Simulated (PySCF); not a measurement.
Rigid-rotor lines calculated for a species of formula C3H5ClSe (commonest isotopes; PySCF, PBE0-D3(BJ)/def2-SVP geometry optimisation, gas phase), labelled J(Ka,Kc):

```csv
transition,MHz
"1(1,1) ← 0(0,0)",5236.8
"1(0,1) ← 0(0,0)",3087.5
"2(1,1) ← 1(1,0)",6606.9
"2(0,2) ← 1(0,1)",6116.1
"2(1,2) ← 1(1,1)",5742.9
```

(1) Find the rotational constants.

(2) What moments of inertia, asymmetry and inertial defect follow?

(3) Which dipole components do these lines need?

(4) Predict further lines from these constants: 3(2,1) ← 2(1,1); 2(1,1) ← 2(0,2); 1(1,1) ← 1(0,1); 3(2,1) ← 3(1,2); 1(1,0) ← 1(1,1); 1(1,0) ← 1(0,1); 2(2,1) ← 1(1,1); 2(0,2) ← 1(1,1); 3(0,3) ← 2(0,2); 3(1,3) ← 2(1,2); 3(1,2) ← 3(0,3); 3(1,3) ← 2(0,2); 3(2,2) ← 3(1,2); 2(1,1) ← 2(1,2).

(5) Which structure gave them?

## Answers

(1) 1(0,1) ← 0(0,0) is B + C, 2(1,1) ← 1(1,0) is 3B + C and 2(1,2) ← 1(1,1) is B + 3C, so B − C is half the difference of the last two, 432.0 MHz. 1(1,1) ← 0(0,0) is A + C. A = 3909.1, B = 1759.7, C = 1327.7 MHz.

(2) I = 505379 MHz·u·Å² over each constant: Ia = 129.28, Ib = 287.20, Ic = 380.63 u·Å²; κ = (2B − A − C)/(A − C) = -0.665 (asymmetric top); Δ = Ic − Ia − Ib = -35.85 u·Å².

(3) μa and μb (a-type: ΔKa even, ΔKc odd; b-type: both odd). The calculation gives |μa| = 0.50 D, |μb| = 0.14 D, |μc| = 0.87 D.

(4) 
```tsv
transition	MHz	type	branch
1(1,0) ← 1(1,1)	432	a	Q
2(1,1) ← 2(1,2)	1296	a	Q
1(1,1) ← 1(0,1)	2149	c	Q
1(1,0) ← 1(0,1)	2581	b	Q
2(1,1) ← 2(0,2)	3072	b	Q
3(1,2) ← 3(0,3)	3909	b	Q
2(0,2) ← 1(1,1)	3967	b	R
3(2,2) ← 3(1,2)	5840	c	Q
3(2,1) ← 3(1,2)	6127	b	Q
3(1,3) ← 2(1,2)	8580	a	R
3(0,3) ← 2(0,2)	9034	a	R
3(1,3) ← 2(0,2)	10356	b	R
2(2,1) ← 1(1,1)	13487	c	R
3(2,1) ← 2(1,1)	15998	c	R
```

(5) `C=C(Cl)[Se]C`, point group C1. Three constants can't fix a structure by themselves; this is the one that was computed:
```
atom  x, y, z in Å
C1    -2.198    0.159    0.954
C2    -1.395    0.267   -0.107
Cl3   -1.792    1.349   -1.410
Se4    0.138   -0.831   -0.335
C5     1.385    0.526   -0.943
H6    -3.143    0.704    0.999
H7    -1.919   -0.489    1.787
H8     1.599    1.245   -0.142
H9     0.973    1.036   -1.822
H10    2.305   -0.005   -1.221
```

The values belong to one conformer (point group C1) with, in the numbering `[CH2:1]=[C:2]([Cl:3])[Se:4][CH3:5]`, C1–C2–Se4–C5 -137°. Not checked by PBE0-D3(BJ)/def2-SVP frequencies. These are rigid-rotor constants of the computed structure; measured ground-state constants (B0) also hold zero-point vibration. A rigid rotor knows nothing of internal rotation, which can split or shift real lines. Quadrupole hyperfine structure (35Cl) is left out.

On x86-64 server, one thread, on a shared host, this took 58 s wall. This is the geometry optimisation.
